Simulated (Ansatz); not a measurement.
Relaxed structures of AlH3TeO, closed shell (PBE0-D4/def2-TZVP; forces vanish, vibrations not checked; lower isomers may exist, and structures with a doubtful reference or unclear bonds are left out; Å). Computed with Ansatz 0.2.0 (basis: def2-TZVPP); correlated methods freeze the cores. Filled d shells of the heavier atoms are correlated. Core potentials replace the inner electrons of the atoms past krypton. The def2 sets are not built for correlating such inner shells, so the correlated values are less sure here.

Problem. Rank them by CCSD(T) energy, lowest first, and give each one's height above the lowest. Links in brackets join atoms within 1.22 times the sum of their covalent radii (1.1 for two metals). (An estimate is asked for; the value comes from the calculation.)
A.
AlH₃TeO ([OH2][AlH][Te])
```
6
angstrom
O -0.7091 -0.9287 -0.8491
Al 0.0333 0.8033 -0.2976
Te 1.4553 0.1853 1.4884
H -1.6244 -1.1416 -1.0701
H -0.7157 1.7804 -1.2846
H -0.3680 -1.5185 -0.1477
```
B.
AlH₃TeO ([OH][TeH][AlH])
```
6
angstrom
O -1.6553 -0.8341 -1.0058
Al 1.9328 0.6230 1.2624
Te 0.1712 -0.0218 -0.7075
H -1.8335 -0.8197 -1.9524
H -0.4542 1.4757 -0.3453
H 1.8433 -0.2012 2.6611
```
C.
AlH₃TeO ([OH][AlH][TeH])
```
6
angstrom
O -0.3790 1.3827 -0.9837
Al -0.2594 -0.1272 -0.2271
Te 1.4334 -0.2184 1.6368
H -1.1378 -1.3671 -0.6592
H -0.9754 1.5728 -1.7058
H 1.0412 -1.8119 1.8767
```

Solution. Computed: C (0.000 eV), A (0.926 eV), B (4.172 eV). Heights count from the lowest.

No T1 diagnostic of these runs exceeds 0.017. The restricted Hartree–Fock reference is unstable towards an unrestricted one at one or more of these structures.

For scale, one of the runs: CCSD(T)/def2-TZVPP, 165 basis functions, launched by `ansatz run in.yaml --threads 2 --pin off --events-out ev --progress --plain --max-ram 4352MiB`. Time: 50 s of wall clock on 2 CPU threads of an Arm Neoverse V2; the host was shared. Peak host memory: 1.4 GiB.
